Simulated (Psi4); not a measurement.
Input for Psi4:
```
memory 2 GB

molecule mol {
1 1
  O     0.070940    0.002888    0.031336
  H    -0.025127    0.805022   -0.529842
  H     0.027376   -0.824717   -0.498515
  H    -0.569771   -0.003407    0.777672
}

set basis cc-pvtz
set reference rhf

energy('scf')
print_variables()
```

Problem. Predict the nuclear repulsion energy from HF/cc-pVTZ in Psi4.

Solution. 13.8848 Eh

Problem. What number of basis functions does HF/cc-pVTZ give?

Solution. 72

Problem. Predict the total energy from HF/cc-pVTZ.

Solution. -76.3385 Eh
